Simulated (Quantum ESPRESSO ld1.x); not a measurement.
Pm4+, configuration [Xe] 4f3. All-electron calculation, Dirac Kohn-Sham, LDA (Slater exchange, Perdew-Zunger correlation), spin-unpolarised, spherical densities, point nucleus; open shells fill j = l - 1/2 first. Program: ld1.x of Quantum ESPRESSO 7.5. Some entries of the table are withheld. Estimate them.

orbital  occ.  eigenvalue (eV)  <r^2> (bohr^2)  <1/r> (bohr^-1)
1s1/2       2         -44987.7       0.0007326            67.38
2s1/2       2              (1)             (2)            15.98
2p1/2       2         -6971.11        0.008398            15.97
2p3/2       4         -6411.66        0.009645            14.29
3s1/2       2         -1646.14             (3)            5.795
3p1/2       2         -1480.84         0.07270            5.713
3p3/2       4         -1368.45         0.08000            5.291
3d3/2       4         -1080.16         0.06459            5.165
3d5/2       6         -1055.79         0.06664            5.059
4s1/2       2         -368.643          0.3944            2.427
4p1/2       2         -305.626          0.4169            2.324
4p3/2       4         -280.628          0.4563            2.182
4d3/2       4         -176.608             (4)            1.970
4d5/2       6         -172.110             (5)            1.935
5s1/2       2         -85.1918           2.098              (6)
5p1/2       2              (7)           2.534           0.8825
5p3/2       4              (8)           2.775           0.8352
4f5/2       3         -51.4203          0.9421            1.464
4f7/2       0         -50.8339          0.9584            1.452

Answer. 
(1) 2s1/2 eigenvalue (eV): -7356.03
(2) 2s1/2 <r^2> (bohr^2): 0.01152
(3) 3s1/2 <r^2> (bohr^2): 0.07766
(4) 4d3/2 <r^2> (bohr^2): 0.5276
(5) 4d5/2 <r^2> (bohr^2): 0.5429
(6) 5s1/2 <1/r> (bohr^-1): 0.9783
(7) 5p1/2 eigenvalue (eV): -66.7717
(8) 5p3/2 eigenvalue (eV): -62.6583
